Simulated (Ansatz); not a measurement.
```yaml
crystal:
  periodic: [false, false, false]
  atoms:
    - {symbol: N, position_ang: [1.666036, -1.604438, 1.588996]}
    - {symbol: C, position_ang: [0.958068, -1.022057, 0.758039]}
    - {symbol: D, position_ang: [-0.245833, -0.153153, -0.439340]}
    - {symbol: Cl, position_ang: [-1.967698, -0.841653, 0.009003]}
    - {symbol: Cl, position_ang: [0.320596, -0.433233, -2.373891]}
    - {symbol: C, position_ang: [-0.369652, 1.599272, 0.104852]}
    - {symbol: N, position_ang: [-0.252486, 2.739429, 0.381512]}
basis:
  gaussian: {orbitals: def2-TZVPP, point_charges: [{charge: -1.00, position_ang: [6.177, -0.495, -0.906]}]}
hamiltonian: {xc: {name: revPBE}}
output: {forces: true}
```

```sh
$ ansatz run in.yaml --threads 4 --pin off --events-out ev --progress --plain --max-ram 11315MiB
```

It prints (some lines left out):

```
Error: YAML parse error: error: line 6 column 16: `D` is not an element symbol (H … Og, case-exact)
 --> <input>:6:16
4 |     - {symbol: N, position_ang: [1.666036, -1.604438, 1.588996]}
5 |     - {symbol: C, position_ang: [0.958068, -1.022057, 0.758039]}
6 |     - {symbol: D, position_ang: [-0.245833, -0.153153, -0.439340]}
7 |     - {symbol: Cl, position_ang: [-1.967698, -0.841653, 0.009003]}
8 |     - {symbol: Cl, position_ang: [0.320596, -0.433233, -2.373891]}
```

In this input an element symbol is wrong. The input was rejected before any iteration.
